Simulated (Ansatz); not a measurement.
Reaction (ligand exchange at the Si–C bond): `FC[SiH3]` + `BNC=C` → `BN([SiH3])C=C` + fluoromethane

Gas-phase electronic energies from Ansatz, PBE0-D4/def2-TZVP geometries. CBS: MP2 limit from def2 TZ/QZ plus the TZ coupled-cluster correction, frozen cores. This one scheme is used for every species. One conformer a species, not always the lowest.

| species | CCSD/def2-TZVPP energy (Eh) |
| --- | --- |
| `FC[SiH3]` | -429.79110 |
| `BNC=C` | -159.10875 |
| `BN([SiH3])C=C` | -449.36987 |
| `CF` | -139.55110 |

Work out ΔE.

ΔE = (-449.36987) + (-139.55110) − (-429.79110) − (-159.10875) = -0.02112 Eh = -0.57 eV. CCSD(T)/CBS gives -0.58 eV.

What do rigid-rotor, harmonic-oscillator terms from PBE0-D4/def2-TZVP frequencies (298.15 K, 1 bar) make of the CCSD(T)/CBS value? (An estimate is asked.)

Ansatz gave: ΔZPE = 0.00 eV, ΔH = -0.57 eV, ΔS = -17 J/(mol·K), ΔG = -0.52 eV.

Largest T1 diagnostic among the species: 0.013.

At CCSD(T), def2-SVP lies +0.07 eV from the extrapolated value and def2-TZVPP −0.00 eV. In def2-TZVPP, CCSD(T) changes the Hartree–Fock value by −0.05 eV (the triples alone add −0.01 eV) and MP2 by −0.11 eV.
